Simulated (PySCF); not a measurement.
**Bond length, frequency and bond energy of HgTe⁺ by level of theory**

State: ⁴Σ⁻ (quartet), unpaired electrons σ ↑, π ↑↑. Set-up: Hg def2-SVP with ECP60, Te def2-SVP with ECP28; scalar-relativistic core potentials (PySCF 2.14). De refers to Hg + Te⁺ in their high-spin ground configurations, without counterpoise correction. The functionals are run spin-unrestricted. A positive dipole points towards Te; it is taken about the centre of mass and depends on that origin.

```tsv
Level	Re (Å)	ωe (cm⁻¹)	De (eV)	μ (D)
UHF	3.190	78.8	0.52	2.28
UHF-MP2	3.150	70.1	0.247	n/a
UHF-SCS-MP2	3.196	65.7	0.228	n/a
PBE	3.167	72.1	0.90	3.57
BLYP	3.274	63.2	0.84	3.74
r²SCAN	3.097	79.7	0.90	3.27
M06-L	3.251	69.3	1.00	3.18
B3LYP	3.207	71.2	0.83	3.44
PBE0	3.118	79.5	0.86	3.21
HSE06	3.125	79.4	0.90	3.19
```

(1) What does a quarter of exact exchange do here, going from PBE to PBE0?

(2) What does the step from GGA to meta-GGA do here, going from PBE to r²SCAN?

(3) What does the three-parameter hybrid form, with a fifth of exact exchange, do here, going from BLYP to B3LYP?

Correlated steps freeze 4 core orbitals. Correlated levels converge slowly with the basis: in double zeta they bind strong bonds too weakly, by up to about 1 eV, and carry superposition errors of some tenths. These are scalar-relativistic numbers at best; spin–orbit coupling would shift them, the dissociation energy most. For an ion De counts to the pair picked by the measured ionisation energies or electron affinities, which need not be the lowest pair at this level. The state was picked by a PBE0 search and need not be the measured ground state.

The whole job (state search and all levels along the bond) took about 4.4 min on 1 thread of Arm Neoverse N1 (shared host), peak memory 0.88 GiB.

Results:

(1) PBE0 less PBE: -4.9 pm in Re, +10.3 % in ωe, -0.04 eV in De. Exact exchange removes part of the self-interaction that spreads semilocal densities, and in most molecules shortens and stiffens the bond and lowers De; so it does here.

(2) r²SCAN less PBE: -7.0 pm in Re, +10.5 % in ωe, +0.00 eV in De. 

(3) B3LYP less BLYP: -6.7 pm in Re, +12.7 % in ωe, -0.01 eV in De. Exact exchange removes part of the self-interaction that spreads semilocal densities, and in most molecules shortens and stiffens the bond and lowers De; so it does here.
